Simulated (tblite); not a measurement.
C₆H₁₅O₂PSi.
Geometry (GFN2-xTB, Å), atoms numbered from 1 in this order:
```
atom  x, y, z in Å
C1     2.6108   -0.9433   -1.0593
O2     1.8172    0.1896   -0.7999
C3     1.3579    0.2905    0.5281
C4     0.2100   -0.6556    0.8928
C5    -0.9793   -0.5230   -0.0601
Si6   -2.2458   -1.9192    0.2454
C7    -1.6409    0.8511    0.0634
C8    -0.7279    1.9775   -0.4178
P9     0.7099    2.0036    0.7059
O10    0.4303    2.3970    2.0904
H11    2.0343   -1.8718   -0.9886
H12    3.4577   -0.9982   -0.3651
H13    2.9840   -0.8308   -2.0758
H14    2.1901    0.1465    1.2403
H15    0.5709   -1.6882    0.9043
H16   -0.0985   -0.4003    1.9107
H17   -0.5917   -0.6153   -1.0823
H18   -2.7737   -1.8161    1.6044
H19   -3.3283   -1.7877   -0.7301
H20   -1.5746   -3.2088    0.0671
H21   -2.5692    0.8675   -0.5150
H22   -1.8989    1.0358    1.1108
H23   -0.3933    1.8046   -1.4403
H24   -1.2349    2.9441   -0.3599
H25    1.6727    2.7747    0.0542
```

Level: GFN2-xTB in tblite, geometry and Hessian alike; calculated harmonic values, unscaled, isolated species. This tight-binding method is rough: wavenumbers can miss measured ones by several per cent, in bad cases by 10 to 20. Modes of hydrogen on phosphorus and silicon can be 10 to 20 % off. One conformer, not necessarily the lowest.

Harmonic wavenumbers (cm⁻¹): 59.0, 65.7, 104.5, 116.6, 125.1, 169.1, 203.6, 220.1, 259.8, 262.2, 310.8, 346.9, 391.5, 402.2, 465.3, 541.1, 547.9, 571.5, 690.8, 736.5, 745.0, 775.3, 779.9, 789.8, 831.5, 869.0, 884.9, 897.5, 919.1, 946.6, 1004.5, 1029.3, 1053.2, 1093.2, 1096.3, 1117.6, 1129.5, 1151.0, 1174.1, 1189.2, 1202.6, 1244.6, 1266.5, 1281.9, 1289.3, 1299.6, 1343.7, 1350.8, 1406.0, 1417.5, 1464.6, 1474.6, 1484.5, 1489.5, 2258.5, 2272.2, 2274.9, 2286.7, 2801.1, 2911.4, 2912.9, 2934.2, 2942.9, 2946.3, 2949.0, 2960.1, 2962.7, 2989.5, 3024.5.

A = 1189, B = 769.9, C = 562.0 MHz; mass 178.058 u (most abundant isotopes); point group C1, symmetry number 1.

**Question.** What is the zero-point energy?

**Answer.** ½Σν̃ = 43255 cm⁻¹ = 123.67 kcal/mol.

**Question.** Entropy at 400 K, 1 bar (ideal gas, RRHO, classical rotation)?

**Answer.** Translation 42.92, rotation 31.69, vibration 52.58: S = 127.2 cal/(mol K).

**Question.** And Cp and H(400 K) − H(0)?

**Answer.** Cp = 63.66 cal/(mol K), of which vibrations give 55.71 (their classical limit is 69 R = 137.1); H(400 K) − H(0) = 14.35 kcal/mol without the zero-point energy, 11.17 from vibrations.

**Question.** Which modes carry the vibrational entropy at 400 K?

**Answer.** 59.0 cm⁻¹: 5.07; 65.7 cm⁻¹: 4.86; 104.5 cm⁻¹: 3.94; 116.6 cm⁻¹: 3.73; 125.1 cm⁻¹: 3.59; 169.1 cm⁻¹: 3.01 cal/(mol K); the other 63 give 28.38 together.

**Question.** What must be added to the electronic energy to get the Gibbs energy at 400 K and 1 bar?

**Answer.** ZPE + [H(400 K) − H(0)] − T·S = 123.67 + 14.35 − 50.88 = 87.14 kcal/mol.

**Question.** How do the functions run with temperature in this model?

**Answer.** 
| T (K) | S (cal/(mol K)) | Cp (cal/(mol K)) | H − H(0) (kcal/mol) | G − H(0) (kcal/mol) | ln q(vib) |
| --- | --- | --- | --- | --- | --- |
| 50 | 61.4 | 14.4 | 0.51 | -2.56 | 0.49 |
| 100 | 74.0 | 22.5 | 1.44 | -5.95 | 1.95 |
| 298.15 | 110.6 | 49.7 | 8.56 | -24.41 | 8.83 |
| 373.15 | 122.9 | 60.1 | 12.69 | -33.17 | 11.46 |
| 500 | 142.7 | 75.4 | 21.32 | -50.03 | 15.91 |
| 750 | 177.6 | 96.6 | 43.03 | -90.18 | 24.45 |
| 1000 | 207.4 | 110.2 | 69.00 | -138.41 | 32.44 |

q(vib) and H(0) count from the zero-point level.

Hindered rotation and anharmonicity are outside this model. Other conformers, if any are populated, would add a mixing term that is left out. The structure is chiral; the term R ln 2 for an equal mix with its mirror image is left out.
